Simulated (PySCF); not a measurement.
Input of a run (PBE0-D3(BJ)/def2-SVP geometry optimisation, gas phase (PySCF 2.14.0)), started from GFN2-xTB:
```
{"job": {"xc": "PBE0", "basis": "def2-SVP", "d3": "d3bj", "grid": 1, "kind": "geom"}, "charge": 0, "multiplicity": 1}
C     -2.930093    -0.069884     0.406354
C     -1.406402    -0.062132     0.411198
C     -0.829826     0.023987    -0.996112
Ge     1.166350     0.001409    -0.974715
Si     2.047254    -2.032125    -0.174445
Ge     1.886542     2.014719     0.125560
H     -3.320326    -0.126457     1.420329
H     -3.304046    -0.924572    -0.154461
H     -3.312962     0.836386    -0.058413
H     -1.051155     0.791194     0.999300
H     -1.042819    -0.972200     0.898688
H     -1.198716    -0.811668    -1.595148
H     -1.181395     0.938982    -1.477871
H      1.562947     0.207574    -2.438872
H      1.470657    -3.155147    -0.915381
H      1.722418    -2.200063     1.244002
H      3.502427    -2.076306    -0.319319
H      1.245205     3.276872    -0.383133
H      3.360046     2.300882     0.049636
H      1.608745     2.049225     1.604313
```

Output (energies in Eh, forces in Eh/bohr):
```
step   0  E = -4564.76199420  max force = 0.015380
step   1  E = -4564.76886828  max force = 0.005054
step   2  E = -4564.76932148  max force = 0.001562
step   3  E = -4564.76938725  max force = 0.000778
step   4  E = -4564.76943230  max force = 0.001045
step   5  E = -4564.76944507  max force = 0.001184
step   6  E = -4564.76944613  max force = 0.000588
step   7  E = -4564.76944727  max force = 0.000203
optimisation converged
```

Summarise the run.

The energy falls by 19.6 kJ/mol over 8 energy and gradient evaluations, the largest force component goes from 0.0154 to 2.0e-04 Eh/bohr, and the atoms move by 0.141 Å rms after alignment. Among the bonds, Ge6–H18, Ge6–H19 and Ge6–H20 change most and about equally (+0.038 Å). Bonds longer at the end by more than 0.005 Å: 16 of 19; shorter: 1. Among the angles that change most is Si5–Ge4–Ge6, from 117.1° to 108.1°. The energy never rose by more than 1e-6 Eh on the way. The first step brought 92 % of the lowering.

What are the final bond lengths?

C1–C2 1.522 Å, C2–C3 1.524 Å, C3–Ge4 1.971 Å, Ge4–Si5 2.385 Å, Ge4–Ge6 2.427 Å, C1–H7 1.101 Å, C1–H8 1.102 Å, C1–H9 1.102 Å, C2–H10 1.104 Å, C2–H11 1.104 Å, C3–H12 1.103 Å, C3–H13 1.103 Å, Ge4–H14 1.546 Å, Si5–H15 1.497 Å, Si5–H16 1.496 Å, Si5–H17 1.496 Å, Ge6–H18 1.543 Å, Ge6–H19 1.541 Å, Ge6–H20 1.543 Å. Numbering counts from 1 in the input's order; the species is `CC[CH2][Ge@H]([SiH3])[GeH3]`.

The run used 194 basis functions and 46 SCF cycles in all. On x86-64 server, one thread, on a shared host, this took 3.3 min.

No frequency check. One conformer, not necessarily the lowest.

Shape of the structure used: `[CH3:1][CH2:2][CH2:3][Ge@H:4]([SiH3:5])[GeH3:6]`: C1–C2–C3–Ge4 -179°, C2–C3–Ge4–Si5 58°.
